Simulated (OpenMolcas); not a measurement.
**Re⁴⁺: from CASSCF to CASPT2**

```json
{"Program": "OpenMolcas", "Basis": "ANO-RCC-VQZP [9s8p6d4f3g2h]", "Scalar Hamiltonian": "DKH2, point nucleus", "Active space": "3 electrons in 10 orbitals (5d 6d)", "State averaging": "2S+1 = 4 even, 10 roots; 2S+1 = 2 even, 40 roots", "Spin-orbit coupling": "RASSI with atomic mean-field integrals over the reference wave functions, term energies averaged over their components"}
```

Methods on the same reference wave functions:
A. CASSCF
B. SS-CASPT2, IPEA 0.25 Eh, imaginary shift 0.1 Eh (closed shells correlated: 5s 5p)
C. MS-CASPT2, IPEA 0.25 Eh, imaginary shift 0.1 Eh (closed shells correlated: 5s 5p)

Energies in eV above 5d3 4F 3/2, the measured ground level; measured values from the list in Brasseur, Gamrath and Quinet, At. Data Nucl. Data Tables 157, 101636 (2024).

```csv
Level,A,B,C,Measured
5d3 4F 3/2,0.0000,0.0000,0.0000,0.0000
5d3 4F 5/2,0.5733,0.618,0.619,0.6017
5d3 4F 7/2,1.1059,1.134,1.136,1.1125
5d3 4F 9/2 [64 %],1.5340,1.503,1.505,1.4771
5d3 4P 1/2 [62 %],2.0985,1.786,1.788,1.7761
5d3 2G 7/2,2.6119,2.389,2.391,2.3573
5d3 2H 9/2 [55 %],2.6887,2.529,2.531,2.4756
5d3 4P 5/2,2.8702,2.675,2.674,2.5940
5d3 2P 1/2 [62 %],3.4471,2.947,2.949,2.9346
5d3 2H 11/2,3.6739,3.450,3.452,3.3571
5d3 2D 5/2(1),4.0318,3.658,3.671,3.5632
5d3 2G 9/2 [55 %],4.0579,3.843,3.845,
5d3 2P 3/2 [52 %],4.6066,4.103,4.099,
5d3 2F 5/2,4.9515,4.388,4.392,4.2355
5d3 2F 7/2,4.9678,4.424,4.426,4.2930
5d3 2D 3/2(2),7.3844,6.685,6.697,
5d3 2D 5/2(2),7.4036,6.729,6.721,6.5051
```

Deviations, from unrounded energies. A percentage is the sum of absolute deviations over the sum of measured energies, with the sign that they share, or ± where signs differ.

```
                        Against measurement  Levels      A     B     C
             mean absolute deviation (cm-1)      13   2900   590   600
      fine structure of the ground term (%)       3   ±2.9  +2.0  +2.2
other terms of the ground configuration (%)      10  +13.7  +2.6  +2.6
```

B, C lie about equally close to measurement and A furthest from it. The largest miss of B in the table is 5d3 2D 5/2(2), by +1800 cm-1. The ranking rests on the paired levels alone, and a cruder setting can come out closer through cancelling errors.

Between B and C the level of the table that moves most is 5d3 2D 5/2(1), by 100 cm-1 (lowest in B, highest in C). Moves below CASPT2's spread within the term are not significant.

The mean deviations of B to C differ by less than CASPT2's widest spread within a term (500 cm-1), so their order carries little weight.

From A to B the spin-free energies of the other terms of 5d3 shown, above 4F, scale by factors of 0.68 to 0.87.

The lowest spin-free term lies below A's lowest term by 0.274 hartree in B, 0.274 hartree in C.

CASPT2 does not keep the components of a term degenerate, so their means are used; among the terms shown or strongly mixed into the levels shown the widest spread is 500 cm-1 (5d3 4F, C). Active for correlation alone: 6d; no level in the range computed is led by a configuration that fills it, so any true level of that kind is missing. Without dynamic correlation excited terms often stand tens of per cent too high (terms of higher spin than the ground term too low), and those without a measured partner can miss by more than the paired ones (holds for A). Measured partners are found by configuration, term and J. A level has none where our copy of the source lacks it or the pairing is in doubt (some pairs that miss far off the trend of their configuration count as doubtful), and it then counts in no deviation. Only configurations of the active space appear. The table leaves out levels that lie high or whose names do not pair safely across all columns.

A share in square brackets marks a mixed level and gives the weight of the term that names it, the lowest over the columns. A number in round brackets counts repeated terms of one configuration in the order of the reference energies.
